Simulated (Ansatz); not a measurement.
Ansatz (a quantum-chemistry and plane-wave program) input (RPA@PBE/cc-pVTZ):

Ansatz 0.2 input:
```yaml
crystal:
  periodic: [false, false, false]
  atoms:
    - {symbol: F, position_ang: [1.99715317, 0.07033125, 0.09770511]}
    - {symbol: C, position_ang: [0.69813659, -0.11028523, 0.05173734]}
    - {symbol: C, position_ang: [-0.09730471, -1.18616433, 0.14943218]}
    - {symbol: C, position_ang: [-1.44602052, -0.74846928, 0.02019608]}
    - {symbol: C, position_ang: [-1.35752060, 0.59471598, -0.15017796]}
    - {symbol: O, position_ang: [-0.04127075, 1.00388894, -0.13308471]}
    - {symbol: H, position_ang: [-2.34541350, -1.33820339, 0.04894980]}
    - {symbol: H, position_ang: [-2.08254357, 1.37532776, -0.29074400]}
basis:
  gaussian:
    orbitals: cc-pVTZ
hamiltonian:
  xc: pbe
magnetization: {spin_polarized: true, initial_magnetization: 1}
correlation: {method: rpa, electrons: outside_noble_gas}
```

End of the output:

```
integrals: 0.32 GiB planned
1256 factors; integrals over basis functions are off by at most 9.2e-4 eV
0.35 GiB of the device are held for the grids
0.91 GiB of device memory are held for the factors and their scratch space
mean field: 1.12 GiB planned
mean field evaluation 1: about -8922.4117 eV, gradient 4.7e1 eV
mean field evaluation 2: about -8922.3961 eV, gradient 4.7e1 eV
mean field evaluation 4: about -8928.2705 eV, gradient 3.1e1 eV
mean field evaluation 8: about -8933.9078 eV, gradient 3.1e0 eV
mean field evaluation 16: about -8933.9534 eV, gradient 2.0e-3 eV
mean field evaluation 32: about -8932.7466 eV, gradient 1.0e-2 eV
mean field evaluation 64: about -8933.6203 eV, gradient 1.9e0 eV
mean field evaluation 96: about -8933.8510 eV, gradient 4.0e0 eV
mean field -8933.95337154 eV, -328.3167307532 hartree, gradient 1.4e-6 eV, S^2 0.756238; 5 other end points of the search recorded, 0 dependent functions left out
6 core orbitals not correlated
reference -8894.43443520 eV, -326.8644366292 hartree; 16, 15 occupied and 186, 187 virtual orbitals, 1256 factors
Total energy: -8939.23481271 eV, -328.5108201360 hartree
```

It need not be the lowest isomer of its formula.
